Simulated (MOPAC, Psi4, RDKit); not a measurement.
Conformational energy of SMILES C(=Cc1ccccn1)c1ccccc1 (C₁₃H₁₁N). Scanned: dihedral C1–C2–C3–N8; all other coordinates were relaxed at GFN2-xTB. Points at φ and −φ are mirror images.

Atom numbering (GFN2-xTB optimised geometry, Å):
```
25

C     -0.2916    -0.1484     0.4262
C      0.4878     0.3143    -0.5619
C      1.9367     0.2894    -0.4957
C      2.7049     0.7857    -1.5561
C      4.0830     0.7485    -1.4643
C      4.6633     0.2193    -0.3213
C      3.8200    -0.2486     0.6774
N      2.5066    -0.2181     0.6005
C     -1.7399    -0.1707     0.4617
C     -2.3760    -0.6980     1.5901
C     -3.7534    -0.7435     1.6759
C     -4.5308    -0.2625     0.6349
C     -3.9171     0.2635    -0.4909
C     -2.5400     0.3099    -0.5788
H      0.2098    -0.5512     1.2967
H      0.0712     0.7336    -1.4671
H      2.2195     1.1909    -2.4317
H      4.6976     1.1256    -2.2699
H      5.7350     0.1708    -0.2077
H      4.2211    -0.6715     1.5904
H     -1.7736    -1.0744     2.4046
H     -4.2252    -1.1549     2.5566
H     -5.6083    -0.2969     0.6996
H     -4.5194     0.6399    -1.3054
H     -2.0814     0.7234    -1.4638
```

Computed with: AM1, restricted, heats of formation // GFN2-xTB (MOPAC); MMFF94 // GFN2-xTB (RDKit); UFF // GFN2-xTB (RDKit); PM3, restricted, heats of formation // GFN2-xTB (MOPAC); PBE/def2-SVP // GFN2-xTB (Psi4); PBE-D3(BJ)/def2-SVP // GFN2-xTB (Psi4).

Energies in kcal/mol, each method relative to its own lowest point.

| φ / ° | AM1 | MMFF94 | UFF | PM3 | PBE/def2-SVP | PBE-D3(BJ)/def2-SVP |
|---|---|---|---|---|---|---|
| -165 | 1.1 | 1.6 | 2.5 | 0.1 | 1.8 | 1.8 |
| -150 | 0.9 | 1.5 | 2.2 | 0.1 | 2.7 | 2.7 |
| -135 | 1.1 | 1.8 | 2.9 | 0.4 | 4.2 | 4.2 |
| -120 | 1.5 | 2.5 | 4.3 | 0.8 | 6.3 | 6.2 |
| -105 | 1.7 | 3.3 | 5.9 | 1.1 | 8.3 | 8.4 |
| -90 | 1.5 | 4.1 | 6.7 | 1.1 | 9.5 | 9.6 |
| -75 | 1.2 | 4.1 | 5.7 | 1.0 | 9.0 | 9.0 |
| -60 | 0.7 | 3.1 | 3.8 | 0.8 | 7.0 | 7.0 |
| -45 | 0.3 | 1.9 | 2.0 | 0.5 | 4.4 | 4.4 |
| -30 | 0.2 | 0.9 | 0.8 | 0.3 | 2.1 | 2.1 |
| -15 | 0.1 | 0.2 | 0.2 | 0.1 | 0.6 | 0.6 |
| 0 | 0.0 | 0.0 | 0.0 | 0.0 | 0.0 | 0.0 |
| 15 | 0.1 | 0.2 | 0.2 | 0.1 | 0.6 | 0.6 |
| 30 | 0.2 | 0.9 | 0.8 | 0.3 | 2.1 | 2.1 |
| 45 | 0.3 | 1.9 | 2.0 | 0.5 | 4.4 | 4.4 |
| 60 | 0.7 | 3.1 | 3.8 | 0.8 | 7.0 | 7.0 |
| 75 | 1.2 | 4.1 | 5.7 | 1.0 | 9.0 | 9.0 |
| 90 | 1.5 | 4.1 | 6.7 | 1.1 | 9.5 | 9.6 |
| 105 | 1.7 | 3.3 | 5.9 | 1.1 | 8.3 | 8.4 |
| 120 | 1.5 | 2.5 | 4.3 | 0.8 | 6.3 | 6.2 |
| 135 | 1.1 | 1.8 | 2.9 | 0.4 | 4.2 | 4.2 |
| 150 | 0.9 | 1.5 | 2.2 | 0.1 | 2.7 | 2.7 |
| 165 | 1.1 | 1.6 | 2.5 | 0.1 | 1.8 | 1.8 |
| 180 | 1.3 | 1.7 | 2.9 | 0.1 | 1.6 | 1.5 |

Root-mean-square difference from the PBE-D3(BJ)/def2-SVP profile, itself a level with limits, after the best constant shift (kcal/mol): AM1 2.8, MMFF94 1.9, UFF 1.4, PM3 2.7, PBE/def2-SVP 0.0.
